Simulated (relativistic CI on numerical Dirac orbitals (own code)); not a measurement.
Sn XIX: sensitivity of the levels to the model

Base calculation: Dirac-Coulomb-Breit CI, separate exchange-only KLI orbitals for each configuration, model QED (radiative potential, 1s self-energy scaled to tabulated hydrogen-like ionisation energies), unscaled Slater integrals.

Configuration list (outside the closed core [Ar] 3d10): 4s2 4p2, 4s 4p3, 4p4, 4s2 4p 4d, 4s 4p2 4d, 4s2 4p 4f, 4s 4p2 4f, 4p3 4d, 4s 4p 4d2, 4s2 4d 4f, 4s2 4p 5s, 4p3 4f, 4s2 4p 5p, 4p3 5s, 4s 4p 4d 5s, 4s 4p2 5s, 4s2 4p 5d, 4p2 4d 4f, 4s2 4f 5s, 4s 4p2 5p, 4s 4p 4f2, 4s2 4p 5f, 4s2 4p 5g, 4s 4p2 5d, 4s2 4p 6s, 4s2 4p 6p, 4s 4p 5s2, 4s2 4d2, 4s 4d3, 4s 4d2 4f, 4p2 4d2, 4p 4d3, 4p 4d2 4f, 4p 4d2 5s, 4s2 4f2, 4s 4d 4f2, 4s 4f3, 4p2 4f2, 4p 4d 4f2, 4p 4f3, 4p 4f2 5s, 4s2 4d 5s, 4s 4d2 5s, 4s 4d 4f 5s, 4s 4p 4d 4f, 4p2 4d 5s, 4p 4d 4f 5s, 4p 4d 5s2, 4s2 5s2, 4s 4d 5s2, 4s 4f 5s2, 4s 4p 4f 5s, 4s 4f2 5s. Double excitations out of closed p, d and f shells are left out; levels of such configurations are missing from the list, as are those of other unlisted configurations, and high levels can miss mixing partners. These lack a partner that the ground configuration has and come out too high: 4s 4p2 5p, 4s 4p2 5d, 4s2 4p 5p, 4s2 4p 5d, 4s2 4p 5f.

Variants: (1) QED terms removed. Shifts of the energy above 4s2 4p2 3P_0, in cm⁻¹, for the lowest level and the first level of each name with at least 55 % of one term (blank where a level changes its place among those of its configuration and J or its character, or is not in the variant):

| Level | Base | Δ(1) |
| --- | --- | --- |
| 4s2 4p2 3P_0 | 0 | 0 |
| 4s2 4p2 3P_1 | 66564 | -145 |
| 4s2 4p2 1S_0 | 207637 | -267 |
| 4s 4p3 5S°_2 | 382030 | +1529 |
| 4s 4p3 3D°_1 | 451222 | +1479 |
| 4s 4p3 3D°_2 | 466449 | +1404 |
| 4s 4p3 3D°_3 | 490652 | +1364 |
| 4s 4p3 3P°_0 | 528626 | +1386 |
| 4s 4p3 3P°_1 | 538910 | +1361 |
| 4s2 4p 4d 3F°_2 | 659996 | +162 |
| 4s2 4p 4d 3F°_3 | 691542 | -17 |
| 4s2 4p 4d 3F°_4 | 749800 | -152 |
| 4s2 4p 4d 3P°_0 | 789748 | -30 |
| 4s2 4p 4d 3P°_1 | 797460 | +4 |
| 4s2 4p 4d 3D°_3 | 798129 | -29 |
| 4s2 4p 4d 1F°_3 | 853660 | -109 |
| 4s2 4p 4d 1P°_1 | 866503 | -34 |
| 4p4 3P_2 | 892085 | +2895 |
| 4s 4p2 4d 5F_1 | 959457 | +1939 |
| 4p4 3P_1 | 968891 | +2464 |
| 4s 4p2 4d 5F_3 | 990299 | +1668 |
| 4s 4p2 4d 5D_0 | 1018708 | +1647 |

At this charge energies of transitions that change n are usually good to better than 1 %, and those within a shell (Δn = 0) to a few per cent.

Ionisation energy from the two ground configurations alone: base 505.846 eV. The NIST ASD value (theoretical) is 506 eV.

LS names give the leading component of a level, which can be under half, so a name can repeat, a term be missing and a line seem to break the LS rules.
